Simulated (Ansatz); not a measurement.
Basis-set series for `N#CC1=CCC=C1`. Total charge 0; spin multiplicity 1. The geometry is a stationary point of PBE0-D4/def2-TZVP.

```xyz
12

N    -2.7700    2.1645    0.0768
C    -1.8680    1.4485    0.0471
C    -0.7426    0.5837    0.0220
C    -0.7122   -0.6614   -0.4944
C     0.6554   -1.2167   -0.3157
C     1.3958   -0.1193    0.3714
C     0.5765    0.9222    0.5637
H    -1.5372   -1.1789   -0.9621
H     0.6420   -2.1423    0.2750
H     1.1111   -1.4866   -1.2777
H     2.4356   -0.1797    0.6601
H     0.8138    1.8662    1.0340
```

```
functional       basis  functions  energy (Eh)  HOMO (eV)  LUMO (eV)
   PBE0-D4  def2-TZVPP        287   -286.11733      -7.16      -1.66
   PBE0-D4  def2-QZVPP        549   -286.13203      -7.18      -1.69
   ωB97M-V  def2-TZVPP        287   -286.34814      -9.29       0.45
   ωB97M-V  def2-QZVPP        549   -286.36168      -9.30       0.40
```

Task: Give the rows for def2-SVP. (Estimate.)

Result: Computed: 
| functional | basis | functions | energy (Eh) | HOMO (eV) | LUMO (eV) |
| --- | --- | --- | --- | --- | --- |
| PBE0-D4 | def2-SVP | 123 | -285.80643 | -7.11 | -1.54 |
| ωB97M-V | def2-SVP | 123 | -286.02431 | -9.23 | 0.62 |

Positive LUMOs are unbound and depend on the basis.
